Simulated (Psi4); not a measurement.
C2H5S, doublet, geometry from GFN2-xTB. Base run: HF/def2-SV(P) (Psi4 1.11).

Input for Psi4:
```
memory 2 GB

molecule mol {
0 2
  C     1.411992    0.003199   -0.335534
  S    -0.012534   -0.279915    0.552163
  C    -1.256345    0.399249   -0.588615
  H     2.315920   -0.359744    0.109189
  H     1.446097    0.845052   -0.998910
  H    -1.063845    1.457160   -0.740541
  H    -1.203270   -0.136655   -1.531408
  H    -2.228242    0.258143   -0.128046
}

set basis def2-sv(p)
set reference uhf

energy('scf')
print_variables()
```

Variants of this job, named by their change:

```
change                    E (Eh)  dipole (D)  <S^2>  core-seconds (rough)
--------------------  ----------  ----------  -----  --------------------
base                  -475.92602        1.44  0.765                     5
functional = scan     -477.13980        1.42  0.756                    30
functional = wb97m-v  -477.07295        1.31  0.754                   200
functional = m06-l    -477.13814        1.42  0.754                    20
functional = m06      -477.06629        1.29  0.754                    30
functional = x3lyp    -477.07901        1.31  0.754                    20
functional = b3lyp5   -477.04920        1.31  0.754                    20
functional = tpss     -477.19784        1.38  0.754                    40
functional = pbe      -476.86567        1.35  0.753                    20
functional = r2scan   -477.07418        1.42  0.756                    20
functional = wb97x    -477.12750        1.39  0.756                    20
functional = blyp     -477.09588        1.29  0.753                    20
functional = bhhlyp   -477.09661        1.34  0.757                    20
```

Absolute energies of different levels of theory aren't comparable as measures of quality.

Open shells are given as the SCF converged; they aren't shown to be the lowest states, and a large step between rows can be another state.
